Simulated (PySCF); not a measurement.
Two species compared at the same levels of theory.

First species: CH7AsBP.
Bonds: C1–B2, B2–P3, B2–As4. Hydrogens: H5, H6, H7 on C1; H8, H9 on P3; H10, H11 on As4.

Second species: C7H13P.
SMILES: `CC1=C(C)CP(C)C1`

Levels: CAM-B3LYP/def2-SVPD for HOMO energy, LUMO energy, HOMO–LUMO gap and static isotropic polarisability; TDDFT CAM-B3LYP/def2-SVPD for lowest singlet excitation; TDA CAM-B3LYP/def2-SVPD for lowest triplet excitation (Tamm–Dancoff); ΔSCF CAM-B3LYP/def2-SVPD for vertical ionisation energy. Geometries: PBE0-D3(BJ)/def2-SVP. All species are isolated and taken at one optimised geometry, non-relativistic unless stated. Electronic properties by PySCF.

Dipoles, sizes and rotational constants follow the conformer. The torsions of the flexible species, by atom-mapped SMILES:
- `[CH3:1][B:2]([PH2:3])[AsH2:4]`: H–P3–B2–C1 147°, H–P3–B2–C1 45°, H–As4–B2–C1 51°, H–As4–B2–C1 147°

The conformers of `CC1=C(C)CP(C)C1` aren't listed.

```
                                property  column X  column Y
                             HOMO energy  -8.41 eV  -7.75 eV
                             LUMO energy  -0.37 eV   1.24 eV
                           HOMO–LUMO gap   8.04 eV   8.99 eV
               lowest singlet excitation   4.58 eV   6.22 eV
lowest triplet excitation (Tamm–Dancoff)   3.77 eV   4.15 eV
         static isotropic polarisability   89.5 au  107.4 au
              vertical ionisation energy   9.21 eV   8.37 eV
```

Task: Which column belongs to which species?

Result: Column X is the first species and column Y the second. The first has 11 atoms and 66 electrons, the second 21 and 70.

Task: How does each property change from the first species to the second?

Result: HOMO energy +0.66 eV; LUMO energy +1.61 eV; HOMO–LUMO gap +0.95 eV; lowest singlet excitation +1.64 eV; lowest triplet excitation (Tamm–Dancoff) +0.38 eV; static isotropic polarisability +17.9 au; vertical ionisation energy -0.84 eV.

On the first: No computed singlet falls in the visible range (750 to 380 nm, 1.65 to 3.26 eV); S1 lies 1.32 eV above its blue end. The ΔSCF ionisation energy exceeds −ε(HOMO) by 0.80 eV with CAM-B3LYP. The calculation is non-relativistic and has no spin–orbit coupling, an omission that weighs most on arsenic.

On the second: The principal polarisabilities are 91.1, 114.2 and 117.0 au; their mean is the isotropic value. S1 lies 2.77 eV below the HOMO–LUMO gap; its leading configuration is HOMO−1→LUMO, weight 0.92.
